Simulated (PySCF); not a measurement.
BeSb⁺: from constants to spectrum

ROHF-CCSD(T) constants of BeSb⁺, ³Σ⁻ (triplet), unpaired electrons π ↑↑ (basis Be x2c-SVPall, Sb x2c-SVPall; spin-free X2C with a Gaussian nucleus; PySCF 2.14; masses 9.0122 and 120.9038 u):

- ωe: 397.3 cm⁻¹
- ωexe: 3.0 cm⁻¹
- Be: 0.33235 cm⁻¹
- αe: 0.00382 cm⁻¹
- D (centrifugal): 9.3e-07 cm⁻¹
- De to Be + Sb⁺: 1.97 eV

**Question.** Give the vibrational terms G(v) and spacings up to v = 3.

**Answer.** G(v) = ωe(v+½) − ωexe(v+½)².

| v | G(v) (cm⁻¹) | G(v) − G(v−1) | Bv (cm⁻¹) |
| --- | --- | --- | --- |
| 0 | 198 |  | 0.3304 |
| 1 | 589 | 391 | 0.3266 |
| 2 | 974 | 385 | 0.3228 |
| 3 | 1354 | 379 | 0.3190 |

**Question.** How well does the Morse estimate ωe²/(4ωexe) reproduce De, and what is D0?

**Answer.** It gives 1.63 eV, 83 % of the computed De. D0 = De − G(0) = 1.97 − 0.02 = 1.95 eV.

Correlated steps freeze 18 core orbitals. Correlated levels converge slowly with the basis: in double zeta they bind strong bonds too weakly, by up to about 1 eV, and carry superposition errors of some tenths. Spin–orbit coupling is left out, which matters for elements this heavy, above all for dissociation energies. For an ion De counts to the pair picked by the measured ionisation energies or electron affinities, which need not be the lowest pair at this level. The state is the lowest determinant that a PBE0 search found; another state may lie lower at other levels.
